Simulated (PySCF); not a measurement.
From computed data to an observable: oscillator strength and radiative lifetime

Si(AsH2)(F)(OH)2 (AsFH4O2Si), SMILES O[Si](O)(F)[AsH2].

Coordinates come from a ωB97X-D3(BJ)/def2-SVP optimisation. One conformer was computed; it need not be the lowest.

PySCF with TDA-CAM-B3LYP/def2-SVPD puts the first singlet state with f over 0.02 at 6.63 eV (vertical), with the transition dipole (0.286, 0.476, -0.359) in atomic units.

**Question.** Find the oscillator strength, the wavelength and the radiative lifetime that this transition would have in vacuum if emission retraced absorption.

**Answer.** 
|μ|² = 0.4373 au, so |μ| = 1.68 D. ΔE = 6.63/27.211 = 0.2436 hartree. f = (2/3) ΔE |μ|² = 0.071 (the program prints 0.071).
λ = 1239.84/6.63 = 187 nm; ν = 53475 cm⁻¹.
Einstein's coefficient A = 0.6670 ν² f s⁻¹ (ν in cm⁻¹) = 1.4e8 s⁻¹, so τ = 1/A = 7.4 ns. This state is S1. The figure is the radiative limit of this one transition; relaxation, internal conversion, crossing to triplets and a medium change what is measured.
